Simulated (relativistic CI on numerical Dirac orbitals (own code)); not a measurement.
d7 in a ligand field

Computed with a parametric ligand-field model of a d^n configuration (Racah B and C, spin-orbit zeta, crystal field), exact diagonalisation.

Field parameters in Wybourne normalisation: Oh B⁴₀ = 21Dq, B⁴₄ = √(5/14) B⁴₀. The field is a parameter set, without covalency.

B = 430 cm⁻¹, C = 1710 cm⁻¹ (C/B = 3.98), Oh, no spin-orbit coupling. Tanabe-Sugano data, E/B above the lowest term (Δ = |10Dq|; b, c mark the second and third term of a kind):

```
 Δ/B    4T1    4T2     4A2  4T1(b)     2E    2T1    2T2  2T1(b)
 1.0   0.00   0.81    1.81   15.62  16.24  16.51  16.31   21.13
 5.0   0.00   4.22    9.22   18.44  13.79  17.27  17.25   21.86
 9.0   0.00   7.82   16.82   21.63  10.09  17.24  17.55   22.37
13.0   0.00  11.53   24.53   25.06   6.22  17.11  17.62   22.72
17.0   0.00  15.32   32.32   28.64   2.30  16.98  17.62   22.96
21.0   1.64  20.79   41.79   33.95   0.00  18.51  19.23   24.77
25.0   5.59  28.62   53.62   41.65   0.00  22.37  23.15   28.85
29.0   9.55  36.48   65.48   49.40   0.00  26.25  27.08   32.90
33.0  13.52  44.36   77.36   57.20   0.00  30.15  31.02   36.94
37.0  17.49  52.26   89.26   65.03   0.00  34.07  34.97   40.97
41.0  21.46  60.17  101.17   72.88   0.00  37.99  38.92   44.99
45.0  25.44  68.10  113.10   80.76   0.00  41.93  42.88   49.01
```

The ground term changes from 4T1 to 2E between Δ/B = 17.0 and 21.0.
